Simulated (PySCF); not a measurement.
Continuum solvent and chemical shifts

Numbering as in the mapped SMILES `[CH3:1][CH:2]([CH3:3])[C@H:4]1[CH2:5][SiH2:6]1`; H(Xn) means a hydrogen on atom n. Ha(C5), Ha(Si6) are cis to C2 on the ring; Hb(C5), Hb(Si6) are trans to C2 on the ring.

GIAO PBE0/pcSseg-1 in PySCF 2.14.0 with density-fitted response routines on one PBE0-D3(BJ)/def2-SVP conformer, non-relativistic, equivalent nuclei averaged. Solvents enter as an IEF-PCM continuum (chloroform with ε = 4.7, water with ε = 78.4) around the gas-phase geometry. Shifts are referred to TMS computed in the same medium.

Gas phase, δ in ppm: C2 35.2, C3 26.5, C1 24.5, C4 18.2, C5 -1.2, Si6 -134.9, Hb(Si6) 2.71, Ha(Si6) 2.46, H(C1) 1.12, H(C3) 1.10, Hb(C5) 0.75, H(C2) 0.59, H(C4) 0.51, Ha(C5) 0.24. Dipole moment 0.14 D.

Question: How does each δ change in the continuum?

Answer: 
```csv
atoms,environment,"Δδ, chloroform","Δδ, water"
C2,sp3 CH,+0.4,+0.5
C3,methyl carbon,+0.2,+0.3
C1,methyl carbon,+0.2,+0.3
C4,three-membered-ring carbon,+0.4,+0.6
C5,three-membered-ring carbon,+0.1,+0.1
Si6,"silicon bonded to 2 C, 2 H, in a 3-membered ring",-0.9,-1.4
Hb(Si6),"hydrogen on a silicon bonded to 2 C, in a 3-membered ring",-0.03,-0.04
Ha(Si6),"hydrogen on a silicon bonded to 2 C, in a 3-membered ring",-0.02,-0.03
H(C1),hydrogen on a methyl carbon,-0.01,-0.01
H(C3),hydrogen on a methyl carbon,-0.01,-0.01
Hb(C5),hydrogen on a three-membered-ring carbon,+0.02,+0.02
H(C2),hydrogen on an sp3 CH,+0.05,+0.08
H(C4),hydrogen on a three-membered-ring carbon,+0.07,+0.11
Ha(C5),hydrogen on a three-membered-ring carbon,+0.05,+0.07
```

Changes are relative to the gas phase. The dipole moment becomes 0.19 D in chloroform, 0.21 D in water.

Question: Which nuclei move most (in ppm), and what does the model miss?

Answer: Si6 (silicon bonded to 2 C, 2 H, in a 3-membered ring, -1.4 ppm) in water. A continuum only polarises the solute; specific hydrogen bonds, the anisotropy of aromatic solvents and changes of geometry or conformer are outside it.
